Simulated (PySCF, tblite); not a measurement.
One entry of a table of gas-phase calculations, keyed by method. Lists by class give the value and the number of equivalent atoms.

```json
{
 "formula": "C3H5FN2Si",
 "smiles": "F[SiH2]n1ccnc1",
 "inchi": "InChI=1S/C3H5FN2Si/c4-7-6-2-1-5-3-6/h1-3H,7H2",
 "charge": 0,
 "multiplicity": 1,
 "geometry_level": "GFN2-xTB",
 "atoms_angstrom": [
  ["F", 2.56, 1.056, -0.022],
  ["Si", 1.829, -0.368, 0.018],
  ["N", 0.133, 0.032, -0.003],
  ["C", -0.92, -0.854, 0.018],
  ["C", -2.06, -0.116, -0.009],
  ["N", -1.747, 1.212, -0.046],
  ["C", -0.455, 1.269, -0.041],
  ["H", 2.181, -0.987, 1.282],
  ["H", 2.192, -1.064, -1.203],
  ["H", -0.755, -1.911, 0.049],
  ["H", -3.08, -0.442, -0.005],
  ["H", 0.122, 2.17, -0.064]
 ],
 "electronic_structure_code": "PySCF",
 "results": {
  "GFN2-xTB geometry": {
   "point_group": "Cs",
   "rotational_constants_GHz": [6.264, 1.504, 1.231]
  },
  "CAM-B3LYP/def2-SVPD ground state and vertical TDDFT (core frozen in the response)": {
   "dipole_D": 3.82,
   "homo_eV": -8.28,
   "lumo_eV": 0.36,
   "S1_eV": 5.88,
   "strongest_line_of_8_singlets_eV": 6.51,
   "T1_tda_eV": 4.42,
   "polarisability_au": 68.1,
   "r2_bohr2_about_centre_of_nuclear_charge": 900.0,
   "singlets_eV_and_f": [
    [5.88, 0.002],
    [6.51, 0.137],
    [6.52, 0.003],
    [6.55, 0.005],
    [7.05, 0.004],
    [7.15, 0.0],
    [7.39, 0.011],
    [7.44, 0.006]
   ],
   "triplets_tda_eV": [4.42, 5.74, 5.81]
  },
  "PBE0/pcSseg-1 ground state and GIAO shieldings, non-relativistic": {
   "shift_vs_computed_TMS_C_by_class_ppm": [
    [141.6, 1],
    [139.2, 1],
    [117.6, 1]
   ],
   "shift_vs_computed_TMS_H_by_class_ppm": [
    [7.61, 1],
    [7.55, 1],
    [6.76, 1],
    [5.69, 2]
   ],
   "shielding_other_nuclei_by_class_ppm": [
    ["N", -40.5, 1],
    ["N", 85.3, 1],
    ["F", 385.9, 1],
    ["Si", 362.8, 1]
   ],
   "charges_hirshfeld_e_by_atom": [-0.19, 0.5, -0.12, -0.04, -0.04, -0.2, 0.04, -0.06, -0.06, 0.06, 0.06, 0.06]
  },
  "GFN2-xTB harmonic vibrations, gas phase": {
   "strongest_ir_bands_cm-1_km_per_mol_modes": [
    [529.8, 131.9, 1],
    [720.0, 152.4, 1],
    [763.7, 292.7, 1],
    [845.4, 216.1, 1],
    [1475.0, 135.1, 1],
    [2357.7, 341.2, 1]
   ],
   "zpe_kcal_per_mol": 49.4
  }
 }
}
```

S1 lies 2.76 eV below the HOMO–LUMO gap; its leading configuration is HOMO→LUMO, weight 0.96. The zero-point energy, half the sum of the 30 harmonic wavenumbers, equals 17260 cm⁻¹ or 206 kJ/mol.

For the vibration job (GFN2-xTB), on Arm Neoverse N1, one thread, shared host with 64 logical CPUs at a one-minute load of 60, this took 0.5 s of wall time.

Shape of the structure used: `[F:1][SiH2:2][n:3]1[cH:4][cH:5][n:6][cH:7]1`: F1–Si2–N3–C4 180°.

One conformer stands for the species.
